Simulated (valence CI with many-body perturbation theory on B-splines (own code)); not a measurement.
Results of a calculation; reference values are marked as such.
# Ni13+: what the settings do

Level of theory: configuration interaction combined with many-body perturbation theory (CI+MBPT): five valence electrons over a frozen Dirac-Fock core [Ne], a basis of 6 s, 6 p, 5 d, 3 f, 1 g functions for each j, with the one-electron correlation potential Σ1 (screened to all orders), the two-electron term Σ2, the three-electron term Σ3, Breit, model QED; selected single and double excitations, second order for the rest, scaled by the run's own slope (own B-spline code, finite nucleus).

No measured levels were compared; by estimate levels of excited configurations hold to 0.05 to 0.15 % of their energy, terms of the ground configuration to about 0.5 %. Among the levels kept, up to 1100 cm⁻¹ of a level comes from second order outside the variational space, and about a tenth of that is noise between levels of different J, which matters for small intervals.

The reference run has the lowest level 3s2 3p3 4S°_3/2 and an ionisation energy of 424.869 eV. Its largest variational space holds 9987 state functions.

Names give the largest LS component (configuration and term), which can be under half, so a name can repeat, a term be missing and a line seem to break the LS rules; names also repeat where a configuration has a term twice. Letters in brackets count levels of one name in rising energy.

Changed runs:
A. size limit of the variational space 10000 → 1500; second order for the rest on → off
B. orbitals per symmetry with explicit Σ2 and valence Breit (the others get mean screening factors) 5 → 4
C. natural orbitals for correlation on → off
D. box radius (bohr) 6.0206 → 1.21 (bad on purpose)

Excitation energies of the reference run in cm⁻¹, and shifts in cm⁻¹:

```tsv
Level	Reference	A	B	C
3s2 3p3 2D°_3/2	46227	+423	+3.9	+1629
3s2 3p3 2D°_5/2	54029	+449	+4.7	+1622
3s2 3p3 2P°_1/2	85729	-319	+5.8	+1946
3s2 3p3 2P°_3/2	97225	+443	+7.0	+1828
3s 3p4 4P_5/2	316341	+2536	-5.5	-279
3s 3p4 4P_3/2	330825	+1486	-3.4	-319
3s 3p4 4P_1/2	336740	+62	-3.2	-285
3s 3p4 2D_3/2	392276	+2209	-1.7	+971
3s 3p4 2D_5/2	395909	+3184	-1.7	+955
3s2 3p2 3d 2P_3/2	448139	+2749	-1.4	+1165
3s 3p4 2S_1/2 [a]	453420	+1225	-1.0	+1775
3s 3p4 2S_1/2 [b]	476604	+1261	+2.0	+1929
Ionisation energy (eV)	424.869	-0.217	+0.007	-0.203
```

Run D: It gave no result. The program said: "need at least one array to concatenate".
